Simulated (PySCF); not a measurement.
H₄MgOSSi.

```xyz
8

Mg    -0.3787     0.3842     0.3632
S     -1.7072     1.7220     1.6802
H     -1.6371     0.8793     2.7368
O      0.6571    -0.6478    -0.6745
Si     1.6055    -1.5837    -1.6255
H      0.7830    -2.4690    -2.5136
H      2.4957    -2.4684    -0.8045
H      2.4856    -0.7494    -2.5076
```
Charge 0, spin multiplicity 1.

Geometry optimised at PBE0-D3(BJ)/def2-SVP. One conformer was computed; it need not be the lowest.

These are HF/pcSseg-1 (PySCF) values and carry that method's errors. Non-relativistic, no solvent.

Computed absolute GIAO shielding of each atom: isotropic value and principal components (ppm):
```csv
atom,σ(iso),σ11,σ22,σ33,span
Mg1,526.3,431.5,440.5,706.8,275.4
S2,909.3,794.4,857.4,1076.1,281.7
H3,32.8,24.5,27.4,46.3,21.9
O4,361.2,352.7,363.4,367.6,14.9
Si5,444.0,407.7,408.0,516.1,108.4
H6,27.3,24.1,25.5,32.2,8.1
H7,27.3,24.1,25.5,32.2,8.0
H8,27.3,24.1,25.5,32.2,8.1
```
